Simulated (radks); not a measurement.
All-electron atom: Sn29+ in [Ne] 3s2 3p5 3d4 (not the ground configuration). Calculated with a radial shooting solver on a logarithmic mesh with Libxc functionals: scalar-relativistic Kohn-Sham, LDA (Slater exchange, Perdew-Wang correlation), spin-polarised, spherical densities, finite nucleus; open shells are filled with parallel spins first (spin-orbit coupling, left out, can overturn this in heavy ions); Fermi nuclear charge, rms radius 4.6519 fm.

Normalised radial functions P(r) = r R(r), r in bohr:

| r | 3s up | 3d down |
|---|---|---|
| 0.001247 | 0.1620 | 0.0000 |
| 0.00156 | 0.1962 | 0.0000 |
| 0.001936 | 0.2351 | 0.0000 |
| 0.002422 | 0.2822 | 0.0001 |
| 0.003006 | 0.3342 | 0.0001 |
| 0.003761 | 0.3949 | 0.0003 |
| 0.004668 | 0.4590 | 0.0005 |
| 0.005839 | 0.5289 | 0.0009 |
| 0.007247 | 0.5957 | 0.0017 |
| 0.009067 | 0.6575 | 0.0031 |
| 0.01125 | 0.7005 | 0.0057 |
| 0.01408 | 0.7141 | 0.0105 |
| 0.01747 | 0.6805 | 0.0188 |
| 0.02186 | 0.5779 | 0.0338 |
| 0.02713 | 0.3966 | 0.0588 |
| 0.03394 | 0.1143 | 0.1025 |
| 0.04212 | -0.2384 | 0.1712 |
| 0.0527 | -0.6441 | 0.2830 |
| 0.06541 | -0.9919 | 0.4442 |
| 0.08183 | -1.1835 | 0.6787 |
| 0.1016 | -1.0782 | 0.9712 |
| 0.1271 | -0.5875 | 1.3215 |
| 0.1577 | 0.2078 | 1.6520 |
| 0.1973 | 1.1451 | 1.8987 |
| 0.2448 | 1.8325 | 1.9511 |
| 0.3063 | 2.0330 | 1.7545 |
| 0.3802 | 1.6971 | 1.3523 |
| 0.4756 | 1.0549 | 0.8432 |
| 0.5903 | 0.4893 | 0.4194 |
| 0.7385 | 0.1511 | 0.1483 |
| 0.9166 | 0.0313 | 0.0372 |

3s up: eigenvalue -1969.0 eV, 2 radial nodes at r = 0.0366, 0.150 bohr, <r> = 0.317 bohr, 90 % of the charge inside 0.461 bohr. 3d down (empty): eigenvalue -1612.7 eV, 0 radial nodes, <r> = 0.279 bohr, 90 % of the charge inside 0.429 bohr.
